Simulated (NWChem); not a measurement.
# Ionisation of C₄H₆Si

SMILES: C=CC#C[SiH3]
```xyz
11

C     -2.8737     0.5677     0.9116
C     -2.1477    -0.2255     0.1042
C     -0.7321    -0.1602    -0.0388
C      0.4828    -0.1275    -0.1820
Si     2.3019    -0.0698    -0.3882
H     -2.4051     1.3383     1.5293
H     -3.9595     0.4603     0.9705
H     -2.6561    -0.9874    -0.5003
H      2.9700    -0.3479     0.9154
H      2.7169     1.2799    -0.8666
H      2.7317    -1.0927    -1.3836
```
Charge 0, spin multiplicity 1.

All runs are NWChem calculations. The geometry was optimised at B3LYP/def2-SVP, a minimum by its harmonic frequencies. It is one conformer; others weren't searched.

Basis set: def2-TZVP. The species with one electron less has spin multiplicity 2 and keeps the geometry of the parent. Δ marks differences of total energies (open shells unrestricted; coupled cluster on restricted open-shell references). −ε marks an orbital energy of the parent. That orbital need not have the symmetry of the hole or added electron in the Δ rows.

B3LYP has NWChem's definition, with VWN1-RPA local correlation. The structure started from a generated list of species. No SCF solution was tested for a lower state.

**Question.** For the first vertical ionisation energy, ΔPBE gives 8.99 eV and −ε(HOMO) of HF gives 9.37 eV. What do G0W0@LDA (SVWN5), −ε(HOMO) of B3LYP, G0W0@PBE0 give?

**Answer.** G0W0@LDA (SVWN5): 8.85 eV; −ε(HOMO) of B3LYP: 6.98 eV; G0W0@PBE0: 9.12 eV.
